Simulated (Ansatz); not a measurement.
C2H8GeSi can be A, `C[SiH]1[CH2][GeH2]1`, or B, `[SiH3]/C=[CH]/[GeH3]`.

Computed with Ansatz on PBE0-D4/def2-TZVP structures; ΔE is electronic, products minus reactants. CCSD(T)/CBS adds triple-zeta CCSD(T) − MP2 to the extrapolated MP2 energy (def2 sets, frozen cores). DFT in def2-TZVPP. B3LYP here is the variant with VWN-RPA as its local correlation; programs differ in this. For Ge outer-core shells are correlated without core-valence functions, which leaves a few kJ/mol of doubt a bond. Scalar relativity is left out up to krypton.

**Question.** Which is lower in electronic energy at CCSD(T)/CBS, and by how much? (Best estimate.)

**Answer.** Computed: A, by 9.8 kcal/mol.

**Question.** Give E(B) − E(A) in kcal/mol with B3LYP, HF/def2-TZVPP, CCSD/def2-TZVPP, MP2/def2-TZVPP, B3LYP-D4, r2SCAN-D4, B2PLYP. (Best estimate.)

**Answer.** The calculation gave: B3LYP 6.9, HF/def2-TZVPP -1.5, CCSD/def2-TZVPP 7.1, MP2/def2-TZVPP 10.5, B3LYP-D4 7.2, r2SCAN-D4 13.2, B2PLYP 7.7. The order is the other way round with HF/def2-TZVPP.

Largest T1 diagnostic: 0.012.

In def2-TZVPP, CCSD(T) changes the Hartree–Fock value by +9.3 kcal/mol (the triples alone add +0.7 kcal/mol) and MP2 by +12.0 kcal/mol.
